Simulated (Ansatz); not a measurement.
Geometry optimisation, Ansatz, RHF/6-31G*.

Input:

```yaml
crystal:
  periodic: [false, false, false]
  atoms:
    - { symbol: B, position_ang: [0.10477, -0.224799, 0.112739] }
    - { symbol: "N", position_ang: [0.067946, -0.775375, 1.482182] }
    - { symbol: H, position_ang: [-0.767977, -0.784265, 2.018243] }
    - { symbol: H, position_ang: [0.887115, -0.956984, 2.016846] }
    - { symbol: "N", position_ang: [1.29915, -0.099059, -0.611045] }
    - { symbol: H, position_ang: [2.189152, -0.37646, -0.262088] }
    - { symbol: H, position_ang: [1.327214, 0.257074, -1.53876] }
    - { symbol: H, position_ang: [-0.923461, 0.108778, -0.387574] }
    - { symbol: Si, position_ang: [-0.336983, 2.748441, 1.112711] }
    - { symbol: H, position_ang: [-1.713243, 2.692096, 0.579272] }
    - { symbol: H, position_ang: [-0.265225, 3.867779, 2.07959] }
    - { symbol: H, position_ang: [0.599289, 3.030507, 0.007878] }
    - { symbol: H, position_ang: [-0.012244, 1.485267, 1.776905] }
basis:
  gaussian: { orbitals: "6-31G*" }
hamiltonian:
  xc: hf
relax:
  f_tol: 0.03
  max_steps: 50
output:
  orbitals: {}
```

Command:

```bash
$ ansatz run input.yaml --threads 1 --pin off --max-ram 2048MiB --backend cpu --events-out ev --progress --plain --runs-dir out
```

Q: Where does it end, and by what steps?

A: The run converged. The force dipped under the threshold on the way, but the program's further checks kept it going. After 17 steps the energy has fallen by 0.515 eV; H3 moved furthest, 1.33 Å.

| step | energy less start (eV) | largest force component (eV/Å) | accepted |
| --- | --- | --- | --- |
| 0 | 0.0000 | 2.126 | yes |
| 1 | -0.2752 | 0.970 | yes |
| 2 | -0.3892 | 0.739 | yes |
| 3 | -0.4494 | 0.419 | yes |
| 4 | -0.4688 | 0.321 | yes |
| 5 | -0.4735 | 0.284 | yes |
| 6 | -0.4819 | 0.123 | yes |
| 7 | -0.4841 | 0.130 | yes |
| 8 | -0.4864 | 0.230 | yes |
| 9 | -0.4899 | 0.218 | yes |
| 10 | -0.4944 | 0.293 | yes |
| 11 | -0.5007 | 0.231 | yes |
| 12 | -0.5053 | 0.340 | yes |
| 13 | -0.5107 | 0.219 | yes |
| 14 | -0.5126 | 0.217 | yes |
| 15 | -0.5147 | 0.011 | yes |
| 16 | -0.5149 | 0.019 | yes |
| 17 | -0.5150 | 0.024 | yes |

```xyz
13
Properties=species:S:1:pos:R:3
B 0.019 -0.830 0.044
N 0.080 -1.432 1.318
H -0.628 -2.049 1.645
H 0.801 -1.267 1.984
N 1.006 0.070 -0.425
H 1.837 0.300 0.073
H 0.977 0.453 -1.342
H -0.905 -1.086 -0.669
Si -0.148 3.355 1.149
H -1.349 2.754 0.544
H -0.512 4.646 1.769
H 0.874 3.596 0.111
H 0.402 2.464 2.187
```

Whether the end is a true minimum wasn't checked by a vibrational analysis.

Run time: 35 s on 1 thread of Arm Neoverse V1 (shared host), peak memory 0.15 GiB.
